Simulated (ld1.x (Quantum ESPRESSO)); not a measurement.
## F: one change to a TM potential, before and after

| Item | Value |
| --- | --- |
| Element | fluorine |
| Generator | ld1.x (Quantum ESPRESSO) 7.5 |
| Type | norm-conserving Troullier–Martins (Kleinman–Bylander form) |
| Functional | PBEsol |
| Relativity | non-relativistic |
| Frozen core | [He] |
| Valence charge | 7 |
| Reference configuration | 2s2 2p5 |
| Partial waves | 2p (bound): rc 1.50 bohr; 2s (bound): rc 0.75 bohr |
| Local potential | the s channel |
| Core correction | none |

All-electron outer shells of the reference configuration (PBEsol, non-relativistic, ld1.x):

```tsv
shell	level (eV)	outermost node (bohr)	outermost maximum (bohr)
2s	-29.64	0.24	0.77
2p	-11.06	–	0.71
```

Change: wave 2s (bound): rc 0.75 bohr becomes 2s (bound): rc 1.10 bohr.

Cutoffs: the cutoffs (Ry, on a coarse ladder) from which the occupation-weighted sum of valence levels, in a spherical-Bessel basis at the reference potential, stays within 10 and 1 mRy of its value at 400 Ry; they do not see the model core or the augmentation charge, which bear on the density cutoff. Errors are all-electron minus pseudo energies relative to the spin-unpolarised reference configuration.

**Question.** Predict the effect on cutoff, ghosts and configuration errors.

**Answer.** The potential gets softer (140 Ry and 230 Ry → 70 Ry and 140 Ry); of the 7 tests that both files solve, the error grows in 6 and shrinks in 0 by more than 15 % and 0.3 meV (median size 23.7 → 35.4 meV); the range in which the s phases agree narrows (upper end at the end of the scan → 3.0); neither file shows a bound ghost. A larger radius leaves more room for a smooth pseudo-wave, so fewer plane waves are needed. More of the atom is replaced by a form fitted at one configuration, so other configurations suffer.

| quantity | base | changed |
| --- | --- | --- |
| cutoff, loose | 140 Ry | 70 Ry |
| cutoff, tight | 230 Ry | 140 Ry |
| loose cutoff by channel (10 mRy a level) | p 55 Ry, s 90 Ry | p 55 Ry, s 45 Ry |
| bound ghosts | none | none |
| error for 2s2 2p4, meV [ΔE 19.33 eV] | +24 | +35 |
| error for 2s2 2p3, meV [ΔE 57.62 eV] | +231 | +296 |
| error for 2s2 2p2, meV [ΔE 118.11 eV] | +987 | +1168 |
| error for 2s2 2p5.3, meV [ΔE -2.66 eV] | +0.2 | +0.7 |
| error for 2s1 2p6, meV [ΔE 18.61 eV] | +18 | +34 |
| error for 2s2 2p4.5, meV [ΔE 7.52 eV] | +3.1 | +5.5 |
| error for 2s2 2p1, meV [ΔE 203.70 eV] | +2887 | +3260 |
| s: phases at 1.64 bohr within 0.05 rad from the reference energy up to (Ry; the scan ends near 5) | to the end of the scan | 3.0 |
| p: phases at 1.64 bohr within 0.05 rad from the reference energy up to (Ry; the scan ends near 5) | 3.2 | 3.5 |
